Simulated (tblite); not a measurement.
Species: C5H10FPSi.
Numbering: `[CH2:1]=[CH:2][C@@H:3]1[CH2:4][Si@@H:5]([PH2:6])[C@H:7]1[F:8]` (hydrogens: H9, H10 on C1; H11 on C2; H12 on C3; H13, H14 on C4; H15 on Si5; H16, H17 on P6; H18 on C7)

Computed with GFN2-xTB (tblite), gas phase: L-BFGS steps from a force-field or distance-geometry start until the largest atomic force falls under 0.01 eV/Å.

Geometry at step 82:
```
atom  x, y, z in Å
C1     -3.0349   -0.0550   -0.7919
C2     -1.8282   -0.5172   -0.5333
C3     -0.6464    0.3074   -0.1507
C4      0.5093    0.1722   -1.1765
Si5     1.7091   -0.5145    0.1498
P6      3.5123    0.7285    0.5999
C7      0.0544   -0.2199    1.1227
F8      0.0985    0.7176    2.1404
H9     -3.8453   -0.7011   -1.0838
H10    -3.2640    0.9964   -0.7431
H11    -1.6284   -1.5801   -0.6055
H12    -0.9310    1.3512   -0.0069
H13     0.7845    1.1307   -1.6105
H14     0.2626   -0.5010   -1.9962
H15     2.0409   -1.9428    0.0582
H16     3.8276    0.0305    1.7552
H17     2.8149    1.6942    1.3054
H18    -0.4446   -1.0908    1.5550
```

**Question.** Give the atomic forces at this geometry.

**Answer.** 
```csv
atom,Fx (eV/Å),Fy (eV/Å),Fz (eV/Å)
C1,-0.099,0.103,-0.077
C2,0.111,-0.085,0.046
C3,0.015,-0.015,0.015
C4,0.027,0.014,0.028
Si5,-0.009,-0.058,0.000
P6,0.002,0.025,0.029
C7,-0.010,-0.049,0.008
F8,-0.002,0.027,-0.093
H9,0.003,-0.015,0.023
H10,0.002,0.030,0.038
H11,0.026,0.004,0.007
H12,-0.051,-0.018,-0.007
H13,0.006,-0.008,-0.049
H14,0.001,0.038,0.045
H15,-0.003,0.006,-0.016
H16,0.003,0.003,-0.019
H17,-0.006,0.010,0.006
H18,-0.017,-0.013,0.017
```

The largest, 0.16 eV/Å, acts on C1; the rms over all components is 0.039 eV/Å. The forces sum to zero within rounding, as they must for an isolated molecule in no field.

**Question.** Give the force on C1 in Eh/bohr and in nN.

**Answer.** 0.162 eV/Å ÷ 51.422 = 0.00316 Eh/bohr, and 0.162 eV/Å × 1.602 = 0.26 nN.

**Question.** How far is this geometry from the end of the optimisation?

**Answer.** 0.024 eV above it, and 0.502 Å rms away after alignment. The bonds farthest from their final lengths, with half the difference of the two atoms' forces along the bond (positive lengthens):

```tsv
bond	now (Å)	final (Å)	force along bond (eV/Å)
Si5–C7	1.942	1.933	0.00
C3–C4	1.551	1.548	0.00
C3–C7	1.546	1.543	0.00
C1=C2	1.318	1.320	+0.14
C2–C3	1.491	1.489	-0.02
C7–F8	1.384	1.383	-0.01
```

The angle farthest from its final value is P6–Si5–C7, 120.1° against 110.6°.

What follows is the cost of the whole relaxation. On Arm Neoverse V1, one thread, shared host with 32 logical CPUs at a one-minute load of 29, this took 1.8 s wall.
